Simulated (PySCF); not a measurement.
**Radial density of O (oxygen, neutral)**

UHF, [He] 2s2 2p4, high-spin 3P determinant. Calculation: PySCF 2.14, in aug-cc-pVTZ with one added diffuse shell each of s, p, d, f type (6s5p4d3f, 62 functions); the non-relativistic Hamiltonian (point nucleus).

```tsv
r (bohr)	4πr²ρ (e/bohr)	4πr²(ρα − ρβ)
0.00366	0.04931	0.0000
0.00615	0.1346	0.0000
0.0103	0.3550	0.0001
0.0174	0.8988	0.0002
0.0293	2.103	0.0008
0.0493	4.341	0.0033
0.0828	7.231	0.0147
0.139	8.515	0.0678
0.234	5.902	0.2670
0.394	3.146	0.8241
0.663	4.319	1.5330
1.12	4.171	1.3653
1.88	1.438	0.4333
3.16	0.1508	0.0337
5.31	0.001596	-0.0003
```
